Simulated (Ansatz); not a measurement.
CH$_{6}$ClNOSi, SMILES `CO[SiH](N)Cl`. Total charge 0; spin multiplicity 1.

Cartesian coordinates in Å:
```
C 0.518 -1.446 1.144
O -0.371 -0.567 0.490
Si 0.088 0.555 -0.601
N -1.203 1.489 -1.163
Cl 1.429 1.817 0.323
H 1.189 -0.899 1.814
H 1.124 -2.013 0.428
H -0.072 -2.150 1.733
H 0.769 -0.103 -1.737
H -1.843 1.121 -1.847
H -1.629 2.194 -0.584
```

(1) List the harmonic frequencies (cm⁻¹, unscaled) at PBE0-D4/def2-TZVP in Ansatz. (Estimate.)

(2) Is this a minimum?

(3) Give the ideal-gas thermochemistry at 298.15 K and 1 bar (rigid rotor, harmonic oscillator; point group C1, symmetry number 1).

(4) Rotational constants (cm⁻¹)?

Answers

(1) Ansatz gave: 51, 94, 141, 158, 252, 306, 332, 356, 523, 727, 783, 857, 896, 940, 1147, 1183, 1216, 1480, 1495, 1499, 1575, 2255, 3022, 3089, 3129, 3612, 3709.

(2) Yes, all 27 modes are real.

(3) Zero-point energy 208.3 kJ/mol; H(298) − E = 231.7 kJ/mol; entropy 369.8 J/(mol·K), of which translation 167.7, rotation 114.7, vibration 87.5; G(298) − E = 121.4 kJ/mol. Modes under 100 cm⁻¹ are hindered rotations or soft bends, so the harmonic entropy is rough.

(4) 0.1203, 0.08891, 0.05533.
